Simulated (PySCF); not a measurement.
**Fractional electron number in La²⁺ (lanthanum, charge +2)**

The 5d alpha orbital of [Xe] 5d1 is emptied in steps (occupation f), with all orbitals relaxed, ending at [Xe]. Calculation: PySCF 2.14, in def2-TZVPPD with the def2 core potential (46 electrons) (6s5p3d2f1g, 59 functions); scalar relativity through the core potential. The exact energy is a straight line in f; departures are measured from the line between the end points of the same method.

| f | UHF (eV) | LDA (eV) | PBE (eV) |
| --- | --- | --- | --- |
| 1 | 0.000 | 0.000 | 0.000 |
| 0.9 | 0.028 | -0.362 | -0.356 |
| 0.7 | 0.064 | -0.848 | -0.832 |
| 0.5 | 0.075 | -1.012 | -0.991 |
| 0.3 | 0.062 | -0.851 | -0.833 |
| 0.1 | 0.026 | -0.364 | -0.356 |
| 0 | 0.000 | 0.000 | 0.000 |

Q: For LDA, how does the orbital energy at f = 1 compare with the removal energy?

A: −ε = 15.050 eV against a total-energy difference of 19.066 eV. By Janak's theorem ε = ∂E/∂f, so the gap between them reflects the curvature. Along the path −ε is 15.840 (f = 0.9), 17.439 (f = 0.7), 19.057 (f = 0.5), 20.685 (f = 0.3), 22.309 (f = 0.1) eV.

```
method  E(f=0) − E(f=1) (eV)  −ε at f=1 (eV)  −ε at f=0.5 (eV)
   UHF                18.160          18.470            18.155
   LDA                19.066          15.050            19.057
   PBE                19.090          15.145            19.087
```

Reference removal energy between the ground levels: 19.177 eV (measured; NIST Atomic Spectra Database, ionization energies). The calculation has no spin-orbit coupling. UHF lacks correlation.
